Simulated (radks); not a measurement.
Coulomb parameter of the 3d shell of the cobalt ion Co3+ in the model configuration [Ar] 3d5 4s1, as a second difference U = [E(n + 0.25) + E(n - 0.25) - 2 E(n)] / (0.25)^2 with all orbitals relaxed. "Bare": the charge of the atom changes with n. "Screened": the 4s shell takes up the change at fixed total charge, which measures U(3d,3d) + U(4s,4s) - 2 U(3d,4s). All-electron calculation, scalar-relativistic Kohn-Sham, PBE, spin-unpolarised, spherical densities, point nucleus. Program: a radial shooting solver on a logarithmic mesh with Libxc functionals.

[
 {"case": "start", "configuration": "[Ar] 3d5 4s1", "E - E(n) (eV)": "0.000"},
 {"case": "bare +0.25", "configuration": "[Ar] 3d5.25 4s1", "E - E(n) (eV)": "-12.571"},
 {"case": "bare -0.25", "configuration": "[Ar] 3d4.75 4s1", "E - E(n) (eV)": "13.865"},
 {"case": "screened +0.25", "configuration": "[Ar] 3d5.25 4s0.75", "E - E(n) (eV)": "-4.275"},
 {"case": "screened -0.25", "configuration": "[Ar] 3d4.75 4s1.25", "E - E(n) (eV)": "4.609"}
]

U(bare) = 20.707 eV, U(screened by 4s) = 5.350 eV, against the Slater integral F0(3d,3d) = 28.048 eV with frozen orbitals.
